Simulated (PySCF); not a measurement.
Species: `C[SiH2]CO/C([SiH3])=C\[SiH2]F`. The columns A, B, C and D hold Mulliken, IAO, Hirshfeld and ESP-fitted charges (e) of one PBE0/pcSseg-1 density (PySCF), in a shuffled order. Coordinates in Å (GFN2-xTB); the density's dipole moment is (2.66, -0.50, 0.13) D.

| atom | x | y | z | A | B | C | D |
| --- | --- | --- | --- | --- | --- | --- | --- |
| C1 | 3.095 | -0.356 | 0.989 | -0.715 | -0.629 | -0.534 | -0.210 |
| Si2 | 2.492 | 0.743 | -0.434 | +0.791 | +0.673 | +0.577 | +0.356 |
| C3 | 0.587 | 0.873 | -0.309 | -0.343 | -0.301 | -0.391 | -0.081 |
| O4 | 0.125 | -0.464 | -0.411 | -0.328 | -0.492 | -0.076 | -0.092 |
| C5 | -1.191 | -0.771 | -0.295 | -0.022 | -0.019 | +0.036 | -0.004 |
| Si6 | -1.310 | -2.654 | -0.506 | +0.616 | +0.556 | +0.273 | +0.311 |
| C7 | -2.229 | 0.046 | -0.073 | -0.567 | -0.516 | -0.440 | -0.196 |
| Si8 | -2.405 | 1.887 | 0.186 | +1.075 | +0.911 | +0.672 | +0.401 |
| F9 | -4.001 | 2.096 | 0.335 | -0.548 | -0.441 | -0.321 | -0.216 |
| H10 | 2.611 | -1.329 | 0.954 | +0.165 | +0.153 | +0.122 | +0.044 |
| H11 | 2.873 | 0.088 | 1.956 | +0.157 | +0.140 | +0.139 | +0.045 |
| H12 | 4.167 | -0.516 | 0.938 | +0.160 | +0.143 | +0.141 | +0.045 |
| H13 | 2.818 | 0.146 | -1.732 | -0.119 | -0.071 | -0.126 | -0.075 |
| H14 | 3.042 | 2.102 | -0.341 | -0.129 | -0.085 | -0.139 | -0.079 |
| H15 | 0.161 | 1.480 | -1.112 | +0.144 | +0.155 | +0.154 | +0.040 |
| H16 | 0.263 | 1.312 | 0.638 | +0.137 | +0.151 | +0.173 | +0.039 |
| H17 | -0.452 | -3.279 | 0.503 | -0.113 | -0.083 | -0.063 | -0.073 |
| H18 | -0.828 | -3.003 | -1.843 | -0.111 | -0.078 | -0.067 | -0.072 |
| H19 | -2.703 | -3.066 | -0.328 | -0.120 | -0.097 | -0.059 | -0.070 |
| H20 | -3.180 | -0.470 | -0.021 | +0.176 | +0.150 | +0.183 | +0.045 |
| H21 | -1.886 | 2.407 | 1.450 | -0.154 | -0.111 | -0.132 | -0.081 |
| H22 | -2.060 | 2.745 | -0.944 | -0.153 | -0.111 | -0.124 | -0.080 |

Which column most likely holds the ESP-fitted charges?

C. Σ q r misses the density's dipole by 0.05 D (C), 0.41 D (D), 1.95 D (B), 2.35 D (A). Charges fitted to the outside potential are the only set here that is tied to the molecule's multipoles.

And the Hirshfeld charges?

D. The mean sizes are 0.121 e (D), 0.225 e (C), 0.276 e (B), 0.311 e (A), and Hirshfeld charges are commonly the smallest of these schemes.

As computed, A = IAO, B = Mulliken, C = ESP-fitted, D = Hirshfeld. Hydrogens on carbon: IAO +0.14 to +0.18, Mulliken +0.14 to +0.16, ESP-fitted +0.12 to +0.18, Hirshfeld +0.04 to +0.05 e.

The Mulliken scheme counts on each atom the diagonal of the density matrix times the overlap matrix over that atom's basis functions. The ESP scheme fits charges at the nuclei, held to the total charge, to the electrostatic potential on points at 1.4 to 2.0 times the van der Waals radii.

The structure is a single GFN2-xTB conformer in the gas phase; no vibrational or solvent corrections.

Conformer computed: `[CH3:1][SiH2:2][CH2:3][O:4]/[C:5]([SiH3:6])=[CH:7]\[SiH2:8][F:9]`: C1–Si2–C3–O4 -59°, Si2–C3–O4–C5 177°, C3–O4–C5–Si6 180°, C5–C7–Si8–F9 178°.
